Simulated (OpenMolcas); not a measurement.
Cu IV: effect of the IPEA shift

```yaml
Program: OpenMolcas
Basis: ANO-R1 [5s3p2d1f]
Scalar_Hamiltonian: X2C, finite nucleus
Active_space: 8 electrons in 5 orbitals (3d)
State_averaging: 2S+1 = 3 even, 10 roots; 2S+1 = 1 even, 15 roots
Spin-orbit_coupling: RASSI with atomic mean-field integrals over the reference wave functions, term energies averaged over their components
```

Methods on the same reference wave functions:
A. CASSCF
B. SS-CASPT2, IPEA 0 Eh, imaginary shift 0.1 Eh (closed shells correlated: 3s 3p)
C. SS-CASPT2, IPEA 0.25 Eh, imaginary shift 0.1 Eh (closed shells correlated: 3s 3p)

Energies in cm-1 above 3d8 3F4, the measured ground level; measured values from Sugar and Musgrove, J. Phys. Chem. Ref. Data 19, 527 (1990).

| Level | A | B | C | Measured |
| --- | --- | --- | --- | --- |
| 3d8 3F4 | 0.0 | 0.0 | 0.0 | 0.0 |
| 3d8 3F3 | 1903 | 1905 | 1905 | 1861 |
| 3d8 3F2 | 3181 | 3150 | 3150 | 3078 |
| 3d8 1D2 | 19347 | 15890 | 15990 | 16248 |
| 3d8 3P2 | 23559 | 20570 | 20860 | 19697 |
| 3d8 3P1 | 24006 | 21080 | 21390 | 20097 |
| 3d8 3P0 | 24364 | 21420 | 21730 | 20423 |
| 3d8 1G4 | 30027 | 27980 | 27970 | 26913 |
| 3d8 1S0 | 72007 | 62420 | 62560 | 61456 |

Deviations, from unrounded energies. A percentage is the sum of absolute deviations over the sum of measured energies, with the sign that they share, or ± where signs differ.

```tsv
Against measurement	Levels	A	B	C
mean absolute deviation (cm-1)	8	3600	670	790
fine structure of the ground term (%)	2	+2.9	+2.3	+2.3
other terms of the ground configuration (%)	6	+17.3	±3.2	±3.8
```

B lies closest to measurement on these levels and A furthest from it. The largest miss of B in the table is 3d8 1G4, by +1100 cm-1. The ranking rests on the paired levels alone, and a cruder setting can come out closer through cancelling errors.

Between B and C the level of the table that moves most is 3d8 3P1, by 310 cm-1 (lowest in B, highest in C). Moves below CASPT2's spread within the term are not significant.

The mean deviations of B to C differ by less than CASPT2's widest spread within a term (1200 cm-1), so their order carries little weight.

From A to B the spin-free energies of the other terms of 3d8 shown, above 3F, scale by factors of 0.81 to 0.93, as is usual when dynamic correlation screens the repulsion within a d or f shell.

The lowest spin-free term lies below A's lowest term by 0.382 hartree in B, 0.378 hartree in C.

CASPT2 breaks the degeneracy within a term, and the mean is taken; among the terms shown or strongly mixed into the levels shown the widest spread is 1200 cm-1 (3d8 3F, B). The basis is small and was not contracted for so high a charge. Without dynamic correlation excited terms often stand tens of per cent too high (terms of higher spin than the ground term too low), and those without a measured partner can miss by more than the paired ones (holds for A). Some levels mix across a computed gap that differs much from the measured one, so their mixing is not that of the real levels (holds for B; C). Measured partners are found by configuration, term and J. A level has none where our copy of the source lacks it or the pairing is in doubt (some pairs that miss far off the trend of their configuration count as doubtful), and it then counts in no deviation. Levels of configurations outside the active space are missing.
